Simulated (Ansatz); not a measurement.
Method: frozen-core CCSD(T)/def2-TZVPP // CAM-B3LYP-D3(BJ)/def2-SVP in Ansatz (a program for electronic structure).

Ansatz 0.2 input:
```yaml
crystal:
  periodic: [false, false, false]
  atoms:
    - { symbol: N, position_ang: [0.09927, 1.331342, 0.348827] }
    - { symbol: Ga, position_ang: [1.468637, -0.105034, -0.01583] }
    - { symbol: N, position_ang: [-0.099186, -1.330906, -0.348502] }
    - { symbol: Ga, position_ang: [-1.468559, 0.105668, 0.015604] }
    - { symbol: H, position_ang: [0.149539, 2.126932, -0.28758] }
    - { symbol: H, position_ang: [0.13672, 1.711995, 1.294476] }
    - { symbol: H, position_ang: [2.177822, -0.509333, 1.320556] }
    - { symbol: H, position_ang: [2.19738, 0.193829, -1.36918] }
    - { symbol: H, position_ang: [-0.136721, -1.713389, -1.293379] }
    - { symbol: H, position_ang: [-0.14939, -2.125286, 0.289465] }
    - { symbol: H, position_ang: [-2.199617, -0.194239, 1.367608] }
    - { symbol: H, position_ang: [-2.175897, 0.508421, -1.322064] }
basis:
  gaussian: { orbitals: def2-TZVPP }
correlation:
  method: ccsd_t
```

Output:

```
Functional definition: HF
1614 factors; integrals over basis functions are off by at most 1.2e-3 eV
mean field evaluation 1: about -107757.6609 eV, gradient 4.5e1 eV
mean field evaluation 2: about -107757.7789 eV, gradient 4.5e1 eV
mean field evaluation 4: about -107762.0917 eV, gradient 3.7e0 eV
mean field evaluation 8: about -107762.1473 eV, gradient 2.7e-1 eV
mean field evaluation 16: about -107760.5865 eV, gradient 2.7e1 eV
mean field -107762.14754246 eV, -3960.1858783785 hartree, gradient 3.4e-6 eV, S^2 0.000000; 0 other end points of the search recorded, 0 dependent functions left out
20 core orbitals not correlated
reference -107762.14754246 eV, -3960.1858783785 hartree; 22, 22 occupied and 228, 228 virtual orbitals, 1614 factors
second order -25.32855564 eV of doubles, -0.00000000 eV of singles
cycle   1  -24.99013491 eV  change    3.4e-1 eV  update   1.3e-1
cycle   2  -25.85744070 eV  change   -8.7e-1 eV  update   3.8e-2
cycle   3  -25.98977612 eV  change   -1.3e-1 eV  update   1.8e-2
cycle   4  -25.97711964 eV  change    1.3e-2 eV  update   3.8e-3
cycle   5  -25.97673989 eV  change    3.8e-4 eV  update   1.5e-3
cycle   6  -25.97688634 eV  change   -1.5e-4 eV  update   3.3e-4
cycle   7  -25.97674638 eV  change    1.4e-4 eV  update   1.2e-4
cycle   8  -25.97672559 eV  change    2.1e-5 eV  update   3.5e-5
perturbative correction -1.00395150 eV, -0.0368945369 hartree
Total energy: -107789.12821955 eV, -3961.1773999731 hartree
```

Cost: very roughly 22 core-minutes.
